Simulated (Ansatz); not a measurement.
Reaction (isomerisation): `C[CH](C)[AlH][Cl]` → `C[CH]([AlH2])CCl`

Isolated molecules relaxed with PBE0-D4/def2-TZVP in Ansatz; ΔE leaves out vibrations. CCSD(T)/CBS is the MP2 limit (def2-TZVPP, def2-QZVPP) plus CCSD(T) − MP2 in def2-TZVPP, frozen cores. DFT in def2-TZVPP. B3LYP here is the variant with VWN-RPA as its local correlation; programs differ in this. Each species was taken in one conformer, which may not be the lowest.

```
             level  ΔE (kcal/mol)  difference from CCSD(T)/CBS
            PBE-D4           51.9                         -2.3
         r2SCAN-D4           54.6                          0.4
           PBE0-D4           53.4                         -0.8
          B3LYP-D4           53.3                         -0.9
           ωB97X-V           53.4                         -0.8
           ωB97M-V           54.0                         -0.2
            B2PLYP           54.5                          0.3
               PBE           52.2                         -2.0
            r2SCAN           54.7                          0.5
              PBE0           53.7                         -0.5
             B3LYP           54.0                         -0.2
     HF/def2-TZVPP           56.2                          2.0
    MP2/def2-TZVPP           55.1                          0.9
SCS-MP2/def2-TZVPP           54.3                          0.1
   CCSD/def2-TZVPP           54.6                          0.4
CCSD(T)/def2-TZVPP           54.0                         -0.2
     HF/def2-QZVPP           56.1                          1.9
    MP2/def2-QZVPP           55.2                          1.0
SCS-MP2/def2-QZVPP           54.5                          0.3
      HF/CBS(def2)           56.1                          1.9
     MP2/CBS(def2)           55.3                          1.1
    CCSD/CBS(def2)           54.8                          0.6
       CCSD(T)/CBS           54.2                            0
```

Largest T1 diagnostic among the species: 0.010.

From PBE to PBE0 (25 % exact exchange), in def2-TZVPP and without D4, ΔE moves by +1.5 kcal/mol. In def2-TZVPP, CCSD(T) changes the Hartree–Fock value by −2.2 kcal/mol (the triples alone add −0.6 kcal/mol) and MP2 by −1.1 kcal/mol.
